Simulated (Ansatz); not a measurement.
Isolated molecules relaxed with PBE0-D4/def2-TZVP in Ansatz; ΔE leaves out vibrations. CCSD(T)/CBS adds triple-zeta CCSD(T) − MP2 to the extrapolated MP2 energy (def2 sets, frozen cores). This one scheme is used for every species. DFT in def2-TZVPP. B3LYP here is the variant with VWN-RPA as its local correlation; programs differ in this. HSE06 is defined as in plane-wave codes. def2 core potentials past Kr. For Sb outer-core shells are correlated without core-valence functions, which leaves a few kJ/mol of doubt a bond. One conformer a species, not always the lowest.

Consider the ligand exchange at the Si–F bond: `F[SiH2][SbH2]` + NH₃ → `N[SiH2][SbH2]` + H–F.

| level | ΔE (kJ/mol) | difference from CCSD(T)/CBS |
| --- | --- | --- |
| LDA (SPW92) | 75.0 | -5.5 |
| PBE-D4 | 79.3 | -1.2 |
| BLYP-D4 | 86.0 | 5.5 |
| r2SCAN-D4 | 86.7 | 6.2 |
| B97M-V | 91.7 | 11.2 |
| PBE0-D4 | 77.8 | -2.7 |
| B3LYP-D4 | 85.2 | 4.7 |
| r2SCANh-D4 | 85.3 | 4.8 |
| r2SCAN0-D4 | 83.4 | 2.9 |
| BHLYP-D4 | 86.5 | 6.0 |
| CAM-B3LYP-D4 | 87.5 | 7.0 |
| ωB97X-V | 85.3 | 4.8 |
| ωB97M-V | 84.3 | 3.8 |
| B2PLYP | 88.1 | 7.6 |
| PBE-QIDH | 79.2 | -1.3 |
| PBE | 83.5 | 3.0 |
| revPBE | 85.9 | 5.4 |
| BLYP | 94.7 | 14.2 |
| r2SCAN | 87.8 | 7.3 |
| PBE0 | 81.5 | 1.0 |
| B3LYP | 92.0 | 11.5 |
| r2SCANh | 86.5 | 6.0 |
| r2SCAN0 | 84.7 | 4.2 |
| HSE06 | 81.1 | 0.6 |
| BHLYP | 92.0 | 11.5 |
| CAM-B3LYP | 91.3 | 10.8 |
| LC-ωPBE | 82.5 | 2.0 |
| RPA@PBE/def2-TZVPP | 83.9 | 3.4 |
| MP2/def2-SVP | 77.7 | -2.8 |
| CCSD/def2-SVP | 80.9 | 0.4 |
| HF/def2-TZVPP | 95.8 | 15.3 |
| MP2/def2-TZVPP | 78.0 | -2.5 |
| SCS-MP2/def2-TZVPP | 83.3 | 2.8 |
| CCSD/def2-TZVPP | 83.1 | 2.6 |
| CCSD(T)/def2-TZVPP | 81.2 | 0.7 |
| HF/def2-QZVPP | 97.3 | 16.8 |
| MP2/def2-QZVPP | 78.1 | -2.4 |
| HF/CBS(def2) | 97.5 | 17.0 |
| MP2/CBS(def2) | 77.3 | -3.2 |
| CCSD/CBS(def2) | 82.4 | 1.9 |
| CCSD(T)/CBS | 80.5 | 0 |

Largest T1 diagnostic among the species: 0.013.

Leaving LDA and LC-ωPBE aside and taking each functional with its dispersion term where it has one, the values, not all of them listed here, spread over 16.0 kJ/mol, from revPBE-D4 to B97M-V. LDA lies −8.5 kJ/mol from PBE without D4. The D4 term adds −6.8 kJ/mol with B3LYP and −3.7 kJ/mol with PBE0; it sums over pairs of atoms, weighted by their polarisabilities, and B3LYP, whose exchange is more repulsive, gets the larger term. From r2SCAN to r2SCAN0 (25 % exact exchange), in def2-TZVPP and without D4, ΔE moves by −3.1 kJ/mol.
